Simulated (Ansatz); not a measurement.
CH5B2NO, relaxed with RKS PBE-D4/def2-SVP in Ansatz from a rough embedded geometry. The force threshold is 0.03 eV/Å; the program also tests the step.

Charge 0, multiplicity 1. The bonds changed during the relaxation, so this is another structure than the one it started from.

Start:

```xyz
10

B    -0.986   -0.114   -1.033
C     0.176   -0.133    0.027
N    -0.172    0.142    1.399
B     1.715    0.167   -0.347
O     1.025   -1.214   -0.038
H    -0.689   -0.372   -2.224
H    -2.093   -0.084   -0.748
H    -0.882   -0.464    1.719
H    -0.606    1.163    1.395
H     2.511    0.910   -0.150
```

```tsv
step	energy (eV)	largest force (eV/Å)	largest move (Å)
1	-5992.8571	6.077	0.000
2	-5994.2661	3.076	0.194
3	-5994.5012	5.341	0.197
4	-5994.9054	0.985	0.200
5	-5994.9640	0.840	0.200
6	-5995.0385	0.626	0.099
7	-5995.0794	0.628	0.114
8	-5995.0946	1.405	0.196
9	-5995.1485	0.638	0.200
10	-5995.1941	0.418	0.117
11	-5995.2423	0.427	0.125
12	-5995.2925	1.442	0.196
13	-5995.3951	2.382	0.189
14	-5995.5259	2.208	0.178
15	-5995.6708	1.180	0.195
16	-5995.7145	0.697	0.125
17	-5995.8025	0.316	0.091
18 (rejected)	-5995.7901	0.404	0.177
19	-5995.8173	0.153	0.086
20	-5995.8188	0.070	0.015
21	-5995.8200	0.054	0.024
22 (rejected)	-5995.8197	0.161	0.037
23	-5995.8206	0.016	0.018
```

End:

```xyz
10

B    -0.593   -0.057   -1.055
C    -0.075   -0.365    0.363
N    -0.519   -0.127    1.607
B     1.077    0.346   -0.856
O     1.303   -0.514    0.244
H    -0.158   -0.929   -1.821
H    -1.609    0.549   -1.330
H    -1.513    0.039    1.757
H     0.129    0.004    2.387
H     1.959    1.054   -1.295
```

It took 31 s on 2 threads of an Intel Xeon 6975P-C on a shared host, with 0.17 GiB of host memory at the peak.
